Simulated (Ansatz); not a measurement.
**Worked example: C2H3BrO + C2H2FI → C2H3IO + C2H2BrF**

Species: C2H3BrO (acetyl bromide) `CC(=O)Br`, singlet; C2H2FI `C=C(F)I`, singlet; C2H3IO (acetyl iodide) `CC(=O)I`, singlet; C2H2BrF `C=C(F)Br`, singlet. The partners trade Br for I; both sit on C, so the bond types are kept.

Shapes, held fixed at every level: PBE0-D4/def2-TZVP. Programs: Ansatz 0.2.0. Electronic energies: no zero-point or thermal term.

At CCSD(T)/def2-TZVPP; 1 Eh = 2625.50 kJ/mol:

| species | energy (Eh) |
| --- | --- |
| C2H3BrO | -2725.716413 |
| C2H2FI | -474.112677 |
| C2H3IO | -450.145501 |
| C2H2BrF | -2749.682253 |

Task: Work out ΔE of the reaction at this level.

Result: 
1. Products less reactants: (-450.145501) + (-2749.682253) − [(-2725.716413) + (-474.112677)] = 0.001336 Eh = +3.5 kJ/mol.

Other levels give +0.3 (SPW92/def2-TZVPP) to +4.3 kJ/mol (CCSD/def2-TZVPP). No measured value is set beside it here. For atoms past krypton def2 sets carry core potentials with scalar relativity. Relativity is left out for Br. Outer-core shells of Br, I are correlated in most correlated rows, in sets that cover them unevenly. That is about zero within the method's error.
